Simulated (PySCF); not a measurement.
## Working with the constants of LiCa⁻

RHF-CCSD(T) constants of LiCa⁻, ¹Σ⁺ (singlet), closed shell (Li aug-pcseg-1, Ca aug-pcseg-1; no relativity (PySCF 2.14); masses 7.0160 and 39.9626 u):

| Quantity | Value |
| --- | --- |
| ωe | 151.6 cm⁻¹ |
| ωexe | 1.74 cm⁻¹ |
| Be | 0.20124 cm⁻¹ |
| αe | 0.00317 cm⁻¹ |
| De to Li⁻ + Ca | 0.51 eV |

Question: What force constant and bond length do these constants imply?

Answer: Reduced mass μred = 5.9682 u; k = 5.8918×10⁻⁷·μred·ωe² (u, cm⁻¹, mdyn/Å) = 0.0808 mdyn/Å; Re = √(16.8576/(μred·Be)) (u, cm⁻¹, Å) = 3.746 Å.

Question: Estimate the centrifugal constant D from the Kratzer relation and find the Dunham coefficient a1.

Answer: D = 4Be³/ωe² = 1.42e-06 cm⁻¹; a1 = −1 − αeωe/(6Be²) = -2.98.

Correlated steps freeze 5 core orbitals. Correlated levels converge slowly with the basis: in double zeta they bind strong bonds too weakly, by up to about 1 eV, and carry superposition errors of some tenths. For an ion De counts to the pair picked by the measured ionisation energies or electron affinities, which need not be the lowest pair at this level. The CCSD T1 diagnostic is raised, a sign that a single reference may not be enough here.
